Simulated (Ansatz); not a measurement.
Species: sum formula Si$_{2}$N$_{2}$H$_{7}$, charge 0, multiplicity 2. It need not be the lowest isomer of its formula. 
Geometry from a B3LYP-D3(BJ)/def2-TZVP (Ansatz, a quantum-chemistry and plane-wave program) optimisation:
```xyz
11

N     -2.2918    -0.4825    -0.1587
Si    -0.9725     0.5782     0.1170
N      0.4667    -0.3211     0.4625
Si     2.0212    -0.2493    -0.3015
H     -3.2173    -0.2454     0.1594
H     -2.3137    -1.1284    -0.9315
H     -1.4136     1.4239     1.2517
H     -0.5866     1.4430    -1.0237
H      0.3536    -1.0623     1.1434
H      2.1981     1.1175    -0.8619
H      3.0738    -0.5283     0.7189
```
Charge 0, spin multiplicity 2.

Dipole moments at this geometry, in debye (magnitudes).

| level | program | dipole (D) |
|---|---|---|
| SVWN5/def2-TZVPD | Ansatz | 2.02 |
| B3LYP/def2-TZVPD | Ansatz | 1.89 |
| PBE0/def2-TZVPD | Ansatz | 1.88 |
| BHLYP/def2-TZVPD | Ansatz | 1.79 |
| r2SCANh/def2-TZVPD | Ansatz | 1.92 |
| r2SCAN0/def2-TZVPD | Ansatz | 1.87 |
| CAM-B3LYP/def2-TZVPD | Ansatz | 1.83 |
| wB97X-V/def2-TZVPD | Ansatz | 1.84 |
| CCSD(T)/aug-cc-pV(D+d)Z | Ansatz | 1.84 |
